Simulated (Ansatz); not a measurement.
Basis sets compared for MgAg₆⁺. Charge 1, multiplicity 2. Geometry PBE-D4/def2-SVP. Ansatz on 4 threads of Arm Neoverse V1 on a shared host; times are rough, and most runs start from earlier orbitals.

Cartesian coordinates in Å:
```
Mg 2.526 -1.108 -0.921
Ag -0.546 2.624 -0.300
Ag -2.496 1.112 0.941
Ag 0.009 -0.007 -0.004
Ag 1.857 1.606 -1.193
Ag -1.865 -1.561 1.171
Ag 0.515 -2.667 0.306
```

In the def2 sets Ag takes a core potential; there is no spin–orbit coupling. No other spin state of charge 1 was run. Another isomer (doublet) lies 0.54 eV lower at PBE0-D4/def2-TZVP; other spin states weren't run for this one.

```tsv
level	functions	energy (Eh)	HOMO (eV)	LUMO (eV)	wall time
PBE-D4/def2-SVP	204	-1081.6850	-7.61	-7.40	15 s
PBE0-D4/def2-SVP	204	-1081.5784	-7.94	-6.65	24 s
```

Task: Estimate the rows for PBE-D4/def2-TZVP (with forces), PBE0-D4/def2-TZVP.

Result: 
```tsv
level	functions	energy (Eh)	HOMO (eV)	LUMO (eV)	wall time
PBE-D4/def2-TZVP (with forces)	272	-1081.9868	-7.64	-7.41	18 s
PBE0-D4/def2-TZVP	272	-1081.8702	-7.96	-6.65	30 s
```
